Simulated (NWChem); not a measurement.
System: KI; SMILES [K][I]

Input file for NWChem:

```
start job
memory heap 200 mb stack 900 mb global 1100 mb
geometry units angstroms
  K      0.000000     0.000000    -2.281259
  I      0.000000     0.000000     0.789438
end
basis spherical
  * library def2-tzvp
end
ecp
  I library def2-ecp
end
dft
  xc pbe0
  iterations 150
end
driver
  maxiter 120
end
task dft optimize
dft
  grid fine
  convergence energy 1d-8 density 1d-7
end
task dft freq numerical
```

Output (shortened):

```
             Northwest Computational Chemistry Package (NWChem) 7.3.0
             --------------------------------------------------------

 ORDER OF PRIMARY AXIS IS BEING SET TO 4
 C4V symmetry detected

                             Geometry "geometry" -> ""
                             -------------------------

 Output coordinates in angstroms (scale by  1.889725989 to convert to a.u.)

  No.       Tag          Charge          X              Y              Z
 ---- ---------------- ---------- -------------- -------------- --------------
    1 K                   19.0000     0.00000000     0.00000000    -2.26037418
    2 I                   53.0000     0.00000000     0.00000000     0.81032282

 Effective nuclear repulsion energy (a.u.)     173.5376332288

      Symmetry information
      --------------------

 Group name             C4v
 Group number             18
 Group order               8
 No. of unique centers     2

                                Z-matrix (autoz)
                                --------

 Units are Angstrom for bonds and degrees for angles

      Type          Name      I     J     K     L     M      Value
      ----------- --------  ----- ----- ----- ----- ----- ----------
    1 Stretch                  1     2                       3.07070

                           NWChem Geometry Optimization
                           ----------------------------

 maximum gradient threshold         (gmax) =   0.000450
 rms gradient threshold             (grms) =   0.000300
 maximum cartesian step threshold   (xmax) =   0.001800
 rms cartesian step threshold       (xrms) =   0.001200
 fixed trust radius                (trust) =   0.300000
 source of zmatrix                         =   autoz

          -------------------
          Energy Minimization
          -------------------

 Using diagonal initial Hessian
 Scaling for Hessian diagonals: bonds = 1.00  angles = 0.25  torsions = 0.10

          --------
          Step   0

                                 NWChem DFT Module
                                 -----------------

[...]

      ----------------------
      Optimization converged
      ----------------------

  Step       Energy      Delta E   Gmax     Grms     Xrms     Xmax
  ---- ---------------- -------- -------- -------- -------- --------
@    1    -897.55811321  1.5D-09  0.00001  0.00001  0.00000  0.00001
                                     ok       ok       ok       ok

                                Z-matrix (autoz)
                                --------

 Units are Angstrom for bonds and degrees for angles

      Type          Name      I     J     K     L     M      Value     Gradient
      ----------- --------  ----- ----- ----- ----- ----- ---------- ----------
    1 Stretch                  1     2                       3.07071   -0.00001

                         Geometry "geometry" -> "geometry"
                         ---------------------------------

 Output coordinates in angstroms (scale by  1.889725989 to convert to a.u.)

  No.       Tag          Charge          X              Y              Z
 ---- ---------------- ---------- -------------- -------------- --------------
    1 K                   19.0000     0.00000000     0.00000000    -2.26037869
    2 I                   53.0000     0.00000000     0.00000000     0.81032733

 Effective nuclear repulsion energy (a.u.)     173.5371239591

      Symmetry information
      --------------------

 Group name             C4v
 Group number             18
 Group order               8
 No. of unique centers     2

                Final and change from initial internal coordinates
                --------------------------------------------------

                                Z-matrix (autoz)
                                --------

 Units are Angstrom for bonds and degrees for angles

[...]

 Rotational Constants
 --------------------
 A=   0.000000 cm-1  (  0.000000 K)
 B=   0.059973 cm-1  (  0.086285 K)
 C=   0.059973 cm-1  (  0.086285 K)

 Temperature                      =   298.15K
 frequency scaling parameter      =   1.0000

 Linear Molecule

 Zero-Point correction to Energy  =    0.261 kcal/mol  (  0.000416 au)
 Thermal correction to Energy     =    2.111 kcal/mol  (  0.003364 au)
 Thermal correction to Enthalpy   =    2.703 kcal/mol  (  0.004307 au)

 Total Entropy                    =   61.677 cal/mol-K
   - Translational                =   41.208 cal/mol-K (mol. weight = 165.8641)
   - Rotational                   =   18.170 cal/mol-K (symmetry #  =        1)
   - Vibrational                  =    2.299 cal/mol-K

 Cv (constant volume heat capacity) =    6.828 cal/mol-K
   - Translational                  =    2.979 cal/mol-K
   - Rotational                     =    1.986 cal/mol-K
   - Vibrational                    =    1.862 cal/mol-K

[normal modes left out]

 ----------------------------------------------------------------------------
 Normal Eigenvalue ||           Projected Infra Red Intensities
  Mode   [cm**-1]  || [atomic units] [(debye/angs)**2] [(KM/mol)] [arbitrary]
 ------ ---------- || -------------- ----------------- ---------- -----------
    1        0.000 ||    0.014412           0.332        14.049      12.813
    2        0.000 ||    0.014412           0.332        14.049      12.813
    3        0.000 ||    0.004425           0.102         4.314       3.934
    4        0.000 ||    0.004425           0.102         4.314       3.934
    5        0.000 ||    0.000000           0.000         0.000       0.000
    6      182.765 ||    0.029814           0.688        29.064      26.506
 ----------------------------------------------------------------------------
```

Level: PBE0/def2-TZVP with def2 effective core potentials on I. def2 effective core potentials on I; no spin-orbit coupling.
